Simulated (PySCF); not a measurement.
Geometries of 2 isomers of C2H6Ge2, from PBE0-D3(BJ)/def2-SVP geometry optimisation, gas phase in PySCF. One conformer each, no zero-point energy, no frequencies.

Task: Which is lower in electronic energy at this level?
A.
```xyz
10
angstrom
Ge     2.357   -0.233    0.234
C      0.462   -0.118    0.114
C     -0.756   -0.045    0.036
Ge    -2.650    0.068   -0.089
H      2.751   -1.695    0.487
H      2.834    0.651    1.396
H      2.966    0.259   -1.087
H     -3.257   -0.268    1.281
H     -3.035    1.497   -0.501
H     -3.138   -0.935   -1.144
```
B.
```xyz
10
angstrom
C      2.526   -1.193    0.137
C      1.668   -0.334    0.080
Ge     0.277    0.962   -0.015
Ge    -1.812   -0.215   -0.341
H      3.288   -1.951    0.189
H      0.276    1.765    1.297
H      0.582    1.906   -1.191
H     -2.977    0.788   -0.436
H     -1.743   -1.034   -1.641
H     -2.060   -1.162    0.846
```

Result: B. That is `C#[C][GeH2][GeH3]`, 3.9 kcal/mol below the other.

| SMILES | atoms numbered as above | E (Eh) | relative (kcal/mol) | relative (kJ/mol) | dipole (D) |
| --- | --- | --- | --- | --- | --- |
| C#[C][GeH2][GeH3] | [CH:1]#[C:2][GeH2:3][GeH3:4] | -4232.55476 | 0.0 | 0.0 | 0.21 |
| [GeH3][C]#[C][GeH3] | [GeH3:1][C:2]#[C:3][GeH3:4] | -4232.54847 | 3.9 | 16.5 | 0.00 |
